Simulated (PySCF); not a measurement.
# Excitation energy of Co by level of theory

Co [Ar] 3d7 4s2 (4F) → Co [Ar] 3d6 4s2 4p1 (high-spin determinant), as a difference of total energies. Computed with PySCF 2.14 in aug-cc-pwCVTZ-DK, with the spin-free X2C one-electron Hamiltonian (Gaussian nucleus). Correlated levels: valence: [Ar] frozen; valence and next inner shell: [Ne] frozen; nothing frozen. The calculations carry no spin-orbit coupling.

```
                                method  excitation energy (eV)
                                   UHF                   5.089
                                   LDA                   7.595
                                   PBE                   7.478
                                  PBE0                   6.974
                                r2SCAN                   7.195
                               wB97M-V                   7.066
                                 TPSSh                   7.281
                             BHandHLYP                   6.680
                         MP2 (valence)                   6.579
                     SCS-MP2 (valence)                   6.746
    MP2 (valence and next inner shell)                   6.789
SCS-MP2 (valence and next inner shell)                   6.820
                   MP2 (all electrons)                   6.805
               SCS-MP2 (all electrons)                   6.825
```

Problem. How much does correlation contribute at MP2 (all electrons)?

Solution. 6.805 − (5.089) = 1.716 eV, measured against UHF.

A first-order spin-orbit estimate (lowest level to lowest level, LS coupling) adds 0.053 eV.

The determinant of the upper state mixes LS terms, which raises its energy above the lowest term, most at the Hartree-Fock and MP2 levels.
